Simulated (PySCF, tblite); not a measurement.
Isomers of C4H7ClSSi. Computed values, GFN2-xTB/tblite, gas phase, harmonic and unscaled. This tight-binding method is rough: wavenumbers can miss measured ones by several per cent, in bad cases by 10 to 20. Modes of hydrogen on silicon can be 10 to 20 % off. One conformer each.

Electronic energies: PBE0/pcSseg-1 single points on the GFN2-xTB geometries (PySCF, gas phase).

| SMILES | electronic energy, lowest = 0 (kcal/mol) |
| --- | --- |
| C#C[C@@H](C)S[SiH2]Cl | 0.0 |
| S=C1C[SiH2][C@H](Cl)C1 | 5.5 |
| C=C(Cl)[SiH2][C@H]1CS1 | 23.2 |
| CSCC#C[SiH2]Cl | 5.7 |

Question: How do GFN2-xTB zero-point energies change the relative energies?

Answer: 
```tsv
SMILES	ZPE (kcal/mol)	of it from modes above 1550 cm⁻¹	electronic (kcal/mol)	with ZPE, lowest = 0 (kcal/mol)	lowest mode (cm⁻¹)	rings
C#C[C@@H](C)S[SiH2]Cl	58.4	32.0	0.0	0.0	22	0
S=C1C[SiH2][C@H](Cl)C1	59.9	27.8	5.5	6.9	51	1
CSCC#C[SiH2]Cl	57.8	31.3	5.7	5.1	4	0
C=C(Cl)[SiH2][C@H]1CS1	58.2	30.8	23.2	22.9	27	1
```

The zero-point energies span 2.1 kcal/mol, from `CSCC#C[SiH2]Cl` to `S=C1C[SiH2][C@H](Cl)C1`. The lowest isomer stays, but the order above it changes.

Question: And how do the electronic energies of GFN2-xTB itself compare?

Answer: `C#C[C@@H](C)S[SiH2]Cl` 0.0; `S=C1C[SiH2][C@H](Cl)C1` 14.8; `CSCC#C[SiH2]Cl` 14.3; `C=C(Cl)[SiH2][C@H]1CS1` 38.6 kcal/mol, lowest = 0. Against the energies above, taken from the same isomer `C#C[C@@H](C)S[SiH2]Cl`, the largest difference is 15.4 kcal/mol.
